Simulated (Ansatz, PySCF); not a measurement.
This PySCF input computes a B3LYP/def2-TZVPD energy:

```python
from pyscf import gto, scf, dft

mol = gto.M(
    atom='''
    B    -0.92994411    0.36245407   -0.52356380
    F    -2.19740190    0.25216418   -0.29244463
    B     0.54962741   -0.07742270    0.09558151
    F     1.17597794   -1.16277611   -0.34738303
    F     1.23271102    0.75226117    0.87759560
    ''',
    basis='def2-tzvpd',
    charge=0,
    spin=1,
    verbose=4,
)

mf = dft.UKS(mol, xc='b3lyp').density_fit(auxbasis='def2-universal-jkfit')
mf.grids.level = 3
mf.conv_tol = 1e-9
mf.max_cycle = 100
mf.max_memory = 1500
mf.kernel()
if not mf.converged:
    mf = mf.newton()
    mf.kernel(mf.make_rdm1())
for _ in range(2):
    mo, _, stable, _ = mf.stability(return_status=True)
    if stable:
        break
    mf.kernel(mf.make_rdm1(mo, mf.mo_occ))
mf.analyze()
```

Write an input for the same energy in Ansatz (an electronic-structure program) and say what it gives.


Ansatz 0.2 input:
```yaml
crystal:
  periodic: [false, false, false]
  atoms:
    - {symbol: B, position_ang: [-0.92994411, 0.36245407, -0.52356380]}
    - {symbol: F, position_ang: [-2.19740190, 0.25216418, -0.29244463]}
    - {symbol: B, position_ang: [0.54962741, -0.07742270, 0.09558151]}
    - {symbol: F, position_ang: [1.17597794, -1.16277611, -0.34738303]}
    - {symbol: F, position_ang: [1.23271102, 0.75226117, 0.87759560]}
basis:
  gaussian:
    orbitals: def2-TZVPD
hamiltonian:
  xc: {name: B3LYP}
magnetization: {spin_polarized: true, initial_magnetization: 1}
output: {forces: true}
```
It gives -349.48076 Eh, and PySCF -349.48079 Eh, a difference of 0.03 mEh, from the treatment of integrals and grids.

It need not be the lowest isomer of its formula.
